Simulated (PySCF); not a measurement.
## Two-component Hartree-Fock for Ta³⁺ (tantalum, charge +3)

Start: [Xe] 4f14 5d2; 5d3/2 filled at m_j = +1/2, +3/2. Calculated with PySCF 2.14 in x2c-TZVPall-2c: generalised Hartree-Fock with the X2C-1e Hamiltonian and a Gaussian nucleus; one run each with spin-orbit coupling (SO) switched off, then screened by Boettger's factors.

```csv
spinor shell,electrons,"ε, spin-free (eV)","ε, screened SO (eV)",weight of nominal j (screened SO),"rms radius, screened SO (bohr)"
1s1/2,2,-67803.6,-67783.6,1.000,0.0211
2s1/2,2,-11812.4,-11806.0,1.000,0.0853
2p1/2,2,-10357.5,-11263.6,1.000,0.0726
2p3/2,4,-10357.5,-9987.7,1.000,0.0799
3s1/2,2,-2788.7,-2786.4,1.000,0.218
3p1/2,2,-2348.4,-2545.7,1.000,0.210
3p3/2,4,-2348.4,-2266.2,1.000,0.225
3d3/2,4,-1829.3,-1864.3,1.000,0.199
3d5/2,6,-1829.3,-1803.8,1.000,0.203
4s1/2,2,-622.42,-621.57,1.000,0.488
4p1/2,2,-475.39,-521.10,1.000,0.497
4p3/2,4,-475.39,-455.99,1.000,0.530
4d3/2,4,-283.38,-290.41,1.000,0.557
4d5/2,6,-283.38,-277.84,1.000,0.569
5s1/2,2,-114.77,-114.50,1.000,1.18
5p1/2,2,-75.701,-83.472,0.984,1.31
4f5/2,6,-68.506,-69.263,0.995,0.704
4f7/2,8,-68.506,-67.121,0.998,0.701
5d3/2,2,-35.350,-35.555,0.926,1.96
```

Problem. Where does 5p3/2 lie, and what is the 5p spin-orbit splitting (screened SO)?

Solution. At -72.128 eV, 11.343 eV above 5p1/2.

```tsv
quantity	spin-free	screened SO
E (hartree)	-15591.37660	-15608.75100
M_J	2	2
⟨J²⟩	8.006	6.452
⟨L²⟩	12.005	11.445
⟨S²⟩	2.002	1.898
```

The determinant has a definite M_J but mixes levels of different J.

Each row is a mean over spinors that exchange with the open shell spreads, by up to 3.558 eV (5p1/2).

Breit and QED terms are absent; they matter most for the inner s and p1/2 levels.

Densities and radii are taken from the X2C orbitals without a picture-change correction, which distorts them close to the nucleus.

Without spin-orbit coupling the j labels of p, d and f shells carry no meaning; the spin-free column gives the mean over the occupied spinors of each nl shell, and its ⟨J²⟩ belongs to a mixture of degenerate components.
